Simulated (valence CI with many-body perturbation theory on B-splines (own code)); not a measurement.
**Pt XXVIII in brief**

Computed by relativistic CI+MBPT: five valence electrons over a frozen Dirac-Fock core [Kr] 4d10, radial functions for each j: 7 s, 7 p, 7 d, 7 f, 4 g, 2 h, with the one-electron correlation potential Σ1 (screened to all orders), the two-electron term Σ2, the three-electron term Σ3, Breit, model QED; selected single and double excitations, second order for the rest (own B-spline code, finite nucleus).

No measured spectrum was set against this ion. As an estimate, large intervals hold to a few tenths of a per cent, small ones and those within an open d or f shell to about a per cent. Among the levels kept, up to 760 cm⁻¹ of a level comes from second order outside the variational space, and about a tenth of that is noise between levels of different J, which matters for small intervals. Only levels of the ground parity were solved; by the run's estimate the other parity begins above the list, which can be wrong where configurations are misplaced.

Names give the largest LS component (configuration and term), which can be under half, so a name can repeat, a term be missing and a line seem to break the LS rules; names also repeat where a configuration has a term twice.

Rates and lifetimes use the calculated energies. Strong lines usually hold to 10 to 20 %, long lifetimes can be off by a factor of two.

Question: What is the ground level?

Answer: 4f5 6H°_5/2, composition 57 % 4f5 6H° + 30 % 4f5 4G° + 6 % 4f5 2F°, g = 0.468.

Question: What is the ionisation energy?

Answer: 908.05 eV; NIST lists 930 ± 50 eV (theoretical).

Question: Name the longest-lived excited levels whose lifetime is computed, and their main decay.

Answer: 4f5 4I°_15/2 at 51267 cm⁻¹ lives 13.2 s, mostly by M1 to 4f5 6H°_13/2.

Question: How well does LS coupling describe the low levels?

Answer: Among the lowest 20 levels the leading LS term, summed over configurations, holds 56 % on average. For single configurations the figures are 55 % in LS and 56 % in jj coupling. Terms mix most in the J = 15/2 level at 51267 cm⁻¹, where the leading one holds 25 %.
